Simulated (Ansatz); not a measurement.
Gas-phase electronic energies from Ansatz, PBE0-D4/def2-TZVP geometries. CBS: MP2 limit from def2 TZ/QZ plus the TZ coupled-cluster correction, frozen cores. This one scheme is used for every species. Functionals use def2-TZVPP. B3LYP here is the variant with VWN-RPA as its local correlation; programs differ in this. One conformer a species, not always the lowest.

Consider the ligand exchange at the Si–F bond: `F[Si](F)(Cl)Cl` + `O[SiH2]S` → `O[SiH2]S[Si](F)(Cl)Cl` + H–F.

CCSD(T)/CBS gives +17.6 kcal/mol.

Task: Another level gave +18.4 kcal/mol. Which?
A. PBE-D4/def2-TZVPP
B. B3LYP/def2-TZVPP
C. ωB97M-V/def2-TZVPP
D. CCSD/def2-TZVPP

Result: C. ωB97M-V 18.4, CCSD/def2-TZVPP 20.7, B3LYP 22.8, PBE-D4 14.6 kcal/mol.

Largest T1 diagnostic among the species: 0.011.

In def2-TZVPP, CCSD(T) changes the Hartree–Fock value by −7.8 kcal/mol (the triples alone add −1.6 kcal/mol) and MP2 by −9.9 kcal/mol. The D4 term adds −5.0 kcal/mol with B3LYP and −2.8 kcal/mol with PBE0; it sums over pairs of atoms, weighted by their polarisabilities, and B3LYP, whose exchange is more repulsive, gets the larger term.
